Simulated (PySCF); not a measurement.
## A small calculation by hand: oscillator strength and radiative lifetime

C3H6GeO, SMILES [GeH2]1[O]C=[C]1C.

Geometry: PBE-D3(BJ)/def2-SVP. This is a generated structure with no PubChem entry under its InChIKey; it may be hypothetical.

TDDFT-M06-2X/def2-SVPD (PySCF) puts the first singlet state with f over 0.02 at 5.74 eV (vertical), with the transition dipole (0.787, -0.247, 0.000) in atomic units.

Task: Find the oscillator strength, the wavelength and the radiative lifetime that this transition would have in vacuum if emission retraced absorption.

Result: 
|μ|² = 0.6804 au, so |μ| = 2.10 D. ΔE = 5.74/27.211 = 0.2109 hartree. f = (2/3) ΔE |μ|² = 0.096 (the program prints 0.096).
λ = 1239.84/5.74 = 216 nm; ν = 46296 cm⁻¹.
Einstein's coefficient A = 0.6670 ν² f s⁻¹ (ν in cm⁻¹) = 1.4e8 s⁻¹, so τ = 1/A = 7.3 ns. This state is S2; the lower singlet has f = 0.001. The figure is the radiative limit of this one transition; relaxation, internal conversion, crossing to triplets and a medium change what is measured.
